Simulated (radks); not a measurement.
Spherical quantum dot in the effective-mass picture: electrons in a well V = -V0 / (1 + exp((r - R)/a)) with V0 = 3.56, R = 6.48, a = 0.65, all in effective atomic units (hartree* = m*/eps^2 hartree, bohr* = eps/m* bohr), one dielectric constant everywhere. Calculated with a radial shooting solver with Libxc functionals: non-relativistic Kohn-Sham, LDA (Slater exchange, Perdew-Wang correlation), spin-polarised, spherical densities. Levels are named by radial order and angular momentum (1s, 1p, 1d, 2s, ...), and open shells are averaged over m. Results are scaled to m* = 0.145 and eps = 12.1, for which hartree* = 26.95 meV and bohr* = 4.416 nm.

N = 11, configuration 1s2 1p6 1d(up 3, down 0). This is the lowest configuration that the search found. Occupied and some empty levels:

| level | occupation | eigenvalue (meV) | <r> (nm) |
|---|---|---|---|
| 1s up | 1 | -30.219 | 17.44 |
| 1s down | 1 | -29.500 | 17.31 |
| 1p up | 3 | -28.092 | 18.53 |
| 1p down | 3 | -27.329 | 18.49 |
| 1d up | 3 | -24.644 | 19.49 |
| 1d down | 0 | -23.861 | 19.50 |
| 1f up | 0 | -20.130 | 20.34 |
| 1f down | 0 | -19.349 | 20.37 |
| 2s up | 0 | -18.610 | 13.98 |
| 2s down | 0 | -18.240 | 13.97 |
| 2p up | 0 | -13.386 | 16.40 |
| 2p down | 0 | -12.920 | 16.37 |

Energy (meV): total -632.893, kinetic 68.256, external -988.62, Hartree 352.77, exchange-correlation -65.296.
